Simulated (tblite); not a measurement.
Compound: CH15NOSi5.
Numbering: `[NH2:1][Si@H:2]([O:3][SiH2:4][CH2:5][SiH3:6])[SiH2:7][SiH3:8]` (hydrogens: H9, H10 on N1; H11 on Si2; H12, H13 on Si4; H14, H15 on C5; H16, H17, H18 on Si6; H19, H20 on Si7; H21, H22, H23 on Si8)

A start from a force field or distance geometry was refined with GFN2-xTB geometry optimisation, gas phase (tblite). Values at the start:

| coordinate | start |
| --- | --- |
| N1–Si2 | 1.774 Å |
| N1–H9 | 1.045 Å |
| Si2–O3 | 1.721 Å |
| Si2–Si7 | 2.250 Å |
| O3–Si4 | 1.725 Å |
| Si4–C5 | 1.850 Å |
| Si4–H12 | 1.469 Å |
| Si4–H13 | 1.481 Å |
| C5–Si6 | 1.845 Å |
| C5–H14 | 1.122 Å |
| C5–H15 | 1.120 Å |
| Si6–H16 | 1.475 Å |
| Si7–Si8 | 2.246 Å |
| Si7–H19 | 1.472 Å |
| Si7–H20 | 1.479 Å |
| Si8–H21 | 1.458 Å |
| N1–Si2–O3 | 109.3° |
| N1–Si2–Si7 | 111.2° |
| Si2–O3–Si4 | 107.2° |
| Si2–Si7–Si8 | 106.5° |
| O3–Si2–Si7 | 106.7° |
| O3–Si4–C5 | 113.5° |
| Si4–C5–Si6 | 114.9° |

Task: How do these coordinates change at the GFN2-xTB level?

Result: 
| coordinate | GFN2-xTB (Å or °) | change |
| --- | --- | --- |
| O3–Si4 | 1.613 | -0.112 |
| Si2–O3 | 1.633 | -0.088 |
| Si7–Si8 | 2.316 | +0.070 |
| Si2–Si7 | 2.310 | +0.060 |
| Si4–C5 | 1.899 | +0.049 |
| C5–Si6 | 1.894 | +0.049 |
| N1–Si2 | 1.731 | -0.043 |
| N1–H9 | 1.008 | -0.037 |
| C5–H14 | 1.090 | -0.032 |
| C5–H15 | 1.091 | -0.029 |
| Si4–H13 | 1.463 | -0.018 |
| Si6–H16 | 1.464 | -0.011 |
| Si8–H21 | 1.469 | +0.011 |
| Si7–H19 | 1.479 | +0.007 |
| Si4–H12 | 1.465 | -0.004 |
| Si7–H20 | 1.483 | +0.004 |
| Si2–O3–Si4 | 154.1 | +46.9 |
| Si2–Si7–Si8 | 116.2 | +9.7 |
| N1–Si2–Si7 | 118.5 | +7.3 |
| O3–Si2–Si7 | 102.9 | -3.8 |
| O3–Si4–C5 | 110.3 | -3.2 |
| N1–Si2–O3 | 107.0 | -2.3 |
| Si4–C5–Si6 | 115.4 | +0.5 |

The energy falls by 30.3 kcal/mol over 281 L-BFGS steps, the largest force on an atom goes from 2.85 to 0.009 eV/Å, and the atoms move by 1.499 Å rms after alignment. The bond that changes most is O3–Si4 (siloxane oxygen to oxygen-bound silicon), which shortens by 0.112 Å. Bonds longer at the end by more than 0.005 Å: 7 of 22; shorter: 11. Among the dihedrals that turn most is Si2–O3–Si4–H13, from 103° to -157°. Rotational constants go from 1363, 350.6, 308.2 to 875.8, 588.8, 483.3 MHz.

Hardware: one thread of an Intel Xeon at 2.50 GHz, no GPU (shared host). Cost: 15 s of wall time.

GFN2-xTB frequencies show an imaginary mode (31i cm⁻¹), so the point is no minimum at that level. 3 starts were optimised and ended at 0.00, 3.56 and 4.22 kcal/mol (GFN2-xTB); the lowest of these is shown.

The numbers are calculated, not measured.
